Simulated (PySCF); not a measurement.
This PySCF input asks for the NMR shieldings of `InChI=1S/C4H12N2OSi/c1-3-6-4(7)8-5-2/h5H,3,8H2,1-2H3,(H,6,7)`; the geometry comes from GFN2-xTB.

```python
import basis_set_exchange as bse
import numpy as np
from pyscf import gto, dft
from pyscf.prop import nmr

atoms = """
C     1.978366    1.870883   -0.118132
C     1.056834    1.584359    1.063494
N    -0.003553    0.668759    0.706026
C    -0.108383   -0.590425    1.186584
O     0.661069   -1.032849    2.024187
Si   -1.575780   -1.619518    0.499619
N    -1.736920   -1.099790   -1.141191
C    -0.653992   -1.155741   -2.102892
H     1.422016    2.322668   -0.937691
H     2.767723    2.553914    0.183700
H     2.434303    0.949596   -0.473360
H     0.620679    2.519192    1.433554
H     1.612679    1.106627    1.873655
H    -0.645744    0.956210   -0.015532
H    -2.841037   -1.210716    1.111192
H    -1.281385   -3.033898    0.748639
H    -2.620794   -1.291815   -1.590930
H     0.282068   -0.929601   -1.596689
H    -0.556484   -2.140678   -2.570194
H    -0.816814   -0.416498   -2.890702
"""
names = dict.fromkeys(["C", "N", "O", "Si", "H"], "pcSseg-1")
basis = {el: gto.basis.parse(bse.get_basis(n, elements=[el], fmt="nwchem")) for el, n in names.items()}
mol = gto.M(atom=atoms, basis=basis, charge=0, verbose=0)
mf = dft.RKS(mol, xc="PBE0")
mf.grids.level = 2
mf.grids.alignment = dft.numint.BLKSIZE   # the property module wants whole blocks of grid points
mf.conv_tol = 1e-9
mf.kernel()

calc = nmr.RKS(mf)   # GIAO
C = mf.mo_coeff
Co = C[:, mf.mo_occ > 0]
resp = mf.gen_response(singlet=True, hermi=2)
def vind(x):   # induced exchange potential for any number of trial vectors
    d = np.einsum("pi,xij,qj->xpq", C, 2 * x.reshape(-1, C.shape[1], Co.shape[1]), Co, optimize=True)
    return np.einsum("xpq,pi,qj->xij", resp(d - d.transpose(0, 2, 1)), C, Co, optimize=True).ravel()
mo1, _ = nmr.rhf.solve_mo1(calc, with_cphf=vind)
sigma = calc.kernel(mo1)
for i, s in enumerate(sigma):   # ppm
    w = np.linalg.eigvalsh((s + s.T) / 2)
    print("%2d %-2s iso %8.1f  s11 %8.1f  s22 %8.1f  s33 %8.1f" % (i, mol.atom_pure_symbol(i), w.mean(), *w))
```

Task: What are the results?

Result: 
```
 0 C  iso    167.5  s11    149.5  s22    166.9  s33    186.1
 1 C  iso    153.8  s11    120.6  s22    169.4  s33    171.4
 2 N  iso    108.8  s11    -30.1  s22    160.8  s33    195.6
 3 C  iso      7.3  s11    -77.7  s22      1.6  s33     98.0
 4 O  iso   -149.9  s11   -586.1  s22   -228.6  s33    364.9
 5 Si iso    397.8  s11    342.8  s22    400.3  s33    450.4
 6 N  iso    250.0  s11    222.3  s22    241.5  s33    286.2
 7 C  iso    154.5  s11    132.0  s22    145.6  s33    185.9
 8 H  iso     30.6  s11     26.9  s22     29.2  s33     35.7
 9 H  iso     30.6  s11     26.1  s22     27.5  s33     38.1
10 H  iso     30.6  s11     27.2  s22     29.2  s33     35.5
11 H  iso     29.1  s11     22.9  s22     28.2  s33     36.3
12 H  iso     26.9  s11     22.2  s22     27.6  s33     31.0
13 H  iso     25.8  s11     20.8  s22     25.7  s33     30.9
14 H  iso     27.0  s11     24.2  s22     25.0  s33     31.9
15 H  iso     27.0  s11     23.3  s22     25.4  s33     32.4
16 H  iso     31.6  s11     22.3  s22     29.6  s33     43.0
17 H  iso     29.1  s11     24.2  s22     29.8  s33     33.2
18 H  iso     28.9  s11     23.7  s22     26.7  s33     36.3
19 H  iso     28.9  s11     24.8  s22     26.2  s33     35.5
```

These numbers come from an equivalent density-fitted implementation of the same equations, which agrees with the script to about 0.01 ppm for H and up to a few tenths of a ppm for heavy atoms, so last digits may differ.

Task: Turn these shieldings into chemical shifts. Shifts are taken against calculated references (same method and geometry level): ¹³C (σ = 186.93 ppm) and ²⁹Si (σ = 349.16 ppm) and ¹H (σ = 31.72 ppm) vs TMS; ¹⁵N (σ = 267.73 ppm) vs NH3; ¹⁷O (σ = 336.08 ppm) against H2O.

Result: Averaging equivalent atoms: C 3: 179.6; C 1: 33.1; C 7: 32.4; C 0: 19.4; N 2: 158.9; N 6: 17.7; O 4: 486.0; Si 5: -48.6; H 13: 5.93; H 14/15: 4.70; H 11/12: 3.70; H 17/18/19: 2.77; H 8/9/10: 1.11; H 16: 0.07 ppm. Unscaled 17O shifts of doubly bonded oxygen tend to come out too high, by tens of ppm or more. Experimental scales use liquid or dissolved standards, which lie at an offset from isolated NH3 (liquid NH3: subtract about 20 ppm) and H2O (liquid H2O: subtract about 36 ppm). Unscaled 15N shifts of sp2 nitrogen come out 20 to 40 ppm too high even then.

Size and cost of the density-fitted run: 203 basis functions, 97 s wall time on 1 thread of an Intel Xeon, shared host; peak memory 0.92 GiB.
